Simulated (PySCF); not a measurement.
**Multinuclear NMR of C5H6F3OP**

Atoms are numbered as in `[O:1]=[P@@H:2]([C:3]([F:4])=[C:5]([F:6])[F:7])[CH:8]1[CH2:9][CH2:10]1` (H(Xn): hydrogen on atom n). Ha(C9), Ha(C10) are cis to P2 on the ring; Hb(C9), Hb(C10) are trans to P2 on the ring.

PySCF calculation with shieldings: GIAO PBE0/pcSseg-1 and geometry from PBE0-D3(BJ)/def2-SVP; no solvent, one conformer, non-relativistic Hamiltonian.

Problem. What are the ¹⁹F shifts?

Solution. 
```tsv
atoms	environment	σ (ppm)	δ (ppm)
F7	vinylic fluorine	252.5	-77.1
F6	vinylic fluorine	282.3	-105.2
F4	vinylic fluorine	393.6	-209.9
```

Shieldings were converted by a linear fit to measured shifts: ¹⁹F: δ = 160.63 − 0.942σ +14.9 on sp3 carbon (rms 6.9 ppm, 221 shifts, 7.7 ppm with the 5 outliers that the fit left out vs CFCl3, solution or neat liquid). A few per cent of atoms miss by over 2 rms, more outside the fitted compound classes.

On a 600 MHz spectrometer ¹⁹F resonates near 564.6 MHz, so 1 ppm is 564.6 Hz.

Problem. Where does ³¹P resonate?

Solution. 
| atoms | environment | σ (ppm) | δ (ppm) |
| --- | --- | --- | --- |
| P2 | phosphorus bonded to 2 C, O, H | 329.1 | -4.2 |

Shieldings were converted by a linear fit to measured shifts: ³¹P: δ = 282.38 − 0.871σ (rms 18.7 ppm, 97 shifts vs H3PO4, solution or neat liquid). A few per cent of atoms miss by over 2 rms, more outside the fitted compound classes.

On a 600 MHz spectrometer ³¹P resonates near 242.9 MHz, so 1 ppm is 242.9 Hz.

Problem. Where does ¹⁷O resonate?

Solution. 
```csv
atoms,environment,σ (ppm),δ (ppm)
O1,P=O oxygen,289.3,6.1
```

Shieldings were converted by a linear fit to measured shifts: ¹⁷O (scatter 13.4 ppm rms, 14.2 ppm with the 1 outlier that the fit left out vs liquid water, solution or neat liquid). Occasional misses reach two or three times the rms, and more in compound classes unlike the fitted ones.

On a 600 MHz spectrometer ¹⁷O resonates near 81.3 MHz, so 1 ppm is 81.3 Hz.
